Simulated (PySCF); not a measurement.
Gas-phase reaction: Ge₂H₆ + 4 Cl₂ → 2 GeCl₄ + 6 H

Computed with PySCF and rigid-rotor harmonic-oscillator thermochemistry at 1 bar. † marks an energy on the PBE0/def2-TZVP geometry and frequencies. Open shells (unrestricted): H (multiplicity 2); the rest are closed-shell singlets. B3LYP is the form with VWN-RPA correlation. Ge: all electrons, no relativistic terms. The harmonic model lacks anharmonicity and excited electronic states, which grow with temperature; levels with a mode under 35 cm⁻¹ are left out. Internal rotation in Ge₂H₆ is treated as a harmonic vibration of one conformer, which makes the entropy rough.

ΔH° and ΔS° at 298 K: B3LYP/def2-TZVP† 219 kJ, 195 J/K; BLYP/def2-TZVP† 252 kJ, 195 J/K; HF/def2-TZVP† -224 kJ, 195 J/K.

Task: With the heat capacities included, give log10 K (1 bar) at 600, 800, 1000, 1400, 2000 K from B3LYP/def2-TZVP†, BLYP/def2-TZVP†, HF/def2-TZVP†.

Result: 
```csv
T (K),B3LYP/def2-TZVP†,BLYP/def2-TZVP†,HF/def2-TZVP†
600,-8.0,-10.8,30.6
800,-2.5,-4.7,26.4
1000,0.8,-0.9,24.0
1400,4.9,3.7,21.4
2000,8.1,7.2,19.6
```
